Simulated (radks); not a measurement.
Values are calculated unless marked as measured or tabulated.
Question: All-electron atom: Tl40+ in [Kr] 4d5. Code: a radial shooting solver on a logarithmic mesh with Libxc functionals. Model: Dirac Kohn-Sham, BLYP, spin-unpolarised, spherical densities, finite nucleus; open shells fill j = l - 1/2 first; Fermi nuclear charge, rms radius 5.4759 fm.

Spin-orbit splittings of the eigenvalues, e(l+1/2) - e(l-1/2), with zeta = 2 splitting/(2l+1) and mean radii in bohr:

| shell | occ. | splitting (eV) | zeta (eV) | <r> j=l-1/2 | <r> j=l+1/2 |
|---|---|---|---|---|---|
| 2p | 6 | 2066 | 1377 | 0.05588 | 0.06467 |
| 3p | 6 | ? | ? | 0.1659 | 0.1813 |
| 3d | 10 | 100.5 | 40.22 | 0.1574 | 0.1621 |
| 4p | 6 | 144.4 | 96.25 | 0.3569 | 0.3808 |
| 4d | 5 | 30.33 | 12.13 | 0.3698 | 0.3765 |
| 5p | 0 | 58.57 | 39.05 | 0.6378 | 0.6709 |

Estimate the 3p splitting.

Answer: 468.9 eV (zeta = 312.6 eV).
